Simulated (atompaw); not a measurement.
# Scattering properties, PAW (atompaw) potential for silver (Ag)

| Item | Value |
| --- | --- |
| Element | silver (Ag) |
| Generator | atompaw 4.2.0.5 |
| Type | PAW |
| Functional | LDA (PW92) |
| Relativity | scalar-relativistic |
| Frozen core | [Kr] |
| Valence charge | 11 |
| Reference configuration | 4d10 5s0 5p0 (charge +1) |
| Partial waves | 5s (bound, empty): rc 1.95 bohr; 5s channel at 1.95 Ry: rc 1.95 bohr; 5p (bound, empty): rc 2.35 bohr; 5p channel at 0.85 Ry: rc 2.35 bohr; 4d (bound): rc 2.10 bohr; 4d channel at -0.85 Ry: rc 2.10 bohr |
| Local potential | ultrasoft scheme with l = 3 at 0 Ry, radius 1.85 bohr |
| Core correction | smooth core density matched at 1.40 bohr |
| Augmentation charge | besselshape compensation charge, radius 2.10 bohr; PAW radius 2.35 bohr; waves and projectors: custom rrkj gramschmidtortho |

The phase is arctan(r·u′/u) with u = r·R(r), unwrapped; energies in Ry, scanned from -3 to 5 Ry. A pole is an energy at which the radial function vanishes at the test radius. The pseudo phase is shifted by a multiple of π to meet the all-electron one at the reference energy, and phase errors are pseudo minus all-electron; the curves can meet again beyond the range given. Levels narrower than the energy grid can be missing from the lists of poles. Where the grid stepped over a known ghost or core level, its pole and its step of π were put in at the level’s energy.

| channel | radius (bohr) | reference energy (Ry) | poles, all-electron | poles, pseudo | unbroken range about the reference energy with phases within 0.05 rad | phase error 1 Ry above the reference energy (rad) |
| --- | --- | --- | --- | --- | --- | --- |
| s | 2.36 | -0.85 | 2.18 | 2.18 | the whole range | -0.000 |
| p | 2.36 | -0.47 | 3.64 | -0.61, 3.74 | above -0.6 | +0.000 |
| d | 2.36 | -1.17 | -0.81 | -0.81 | the whole range | +0.000 |

Note: ghost states, extra bound levels that the all-electron valence spectrum of the same l lacks: s at -78.4 eV, p at -8.4 eV. A true bound ghost makes a file unfit for plane-wave use.

Phases in the p channel:

| E (Ry) | all-electron | pseudo |
| --- | --- | --- |
| -3.00 | 1.298 | 4.430 |
| -2.52 | 1.262 | 4.397 |
| -2.04 | 1.215 | 4.351 |
| -1.56 | 1.145 | 4.283 |
| -1.08 | 1.033 | 4.171 |
| -0.60 | 0.822 | 0.827 |
| -0.12 | 0.364 | 0.365 |
| 0.36 | -0.422 | -0.422 |
| 0.84 | -0.978 | -0.978 |
| 1.32 | -1.234 | -1.233 |
| 1.80 | -1.365 | -1.364 |
| 2.28 | -1.446 | -1.443 |
| 2.76 | -1.500 | -1.497 |
| 3.24 | -1.542 | -1.537 |
| 3.72 | -1.576 | -1.570 |
| 4.20 | -1.606 | -1.598 |
| 4.68 | -1.634 | -1.623 |
